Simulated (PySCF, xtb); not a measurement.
Se(H)(OSiH3) (H4OSeSi), SMILES [SiH3]O[SeH]. One conformer was computed; it need not be the lowest.

Harmonic wavenumbers (cm⁻¹) from GFN2-xTB in xtb at its own minimum, in rising order: 37, 129, 139, 445, 599, 628, 729, 736, 789, 820, 862, 1978, 2235, 2265, 2324.

What does r2SCAN-D4/def2-SVP run with PySCF give at its own minimum? (An estimate is asked for; the answer gives what the named calculation found.)

155, 162, 169, 542, 708, 721, 829, 906, 933, 945, 981, 2218, 2228, 2252, 2375. Paired by order, the mean absolute difference is 97 cm⁻¹ and the zero-point energies are 21.0 and 23.0 kcal/mol.
